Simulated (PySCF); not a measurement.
## Radial density of Tl³⁺ (thallium, charge +3)

r2SCAN, [Xe] 4f14 5d10, closed-shell 1S. Computed with PySCF 2.14 in aug-cc-pwCVTZ-DK3 (11s10p8d5f1g, 125 functions), with the spin-free X2C one-electron Hamiltonian (Gaussian nucleus).

```json
{"r (bohr)": "0.0161", "4πr²ρ (e/bohr)": "103.9"}
{"r (bohr)": "0.0271", "4πr²ρ (e/bohr)": "107.7"}
{"r (bohr)": "0.0456", "4πr²ρ (e/bohr)": "151.3"}
{"r (bohr)": "0.0766", "4πr²ρ (e/bohr)": "124.4"}
{"r (bohr)": "0.129", "4πr²ρ (e/bohr)": "140.6"}
{"r (bohr)": "0.217", "4πr²ρ (e/bohr)": "89.50"}
{"r (bohr)": "0.365", "4πr²ρ (e/bohr)": "95.04"}
{"r (bohr)": "0.614", "4πr²ρ (e/bohr)": "37.89"}
{"r (bohr)": "1.03", "4πr²ρ (e/bohr)": "20.89"}
{"r (bohr)": "1.74", "4πr²ρ (e/bohr)": "5.256"}
{"r (bohr)": "2.92", "4πr²ρ (e/bohr)": "0.2618"}
{"r (bohr)": "4.91", "4πr²ρ (e/bohr)": "0.0006660"}
```

Densities and radii are taken from the X2C orbitals without a picture-change correction, which distorts them close to the nucleus.

Spin-orbit coupling, which splits the p, d and f shells strongly at this Z, is absent.
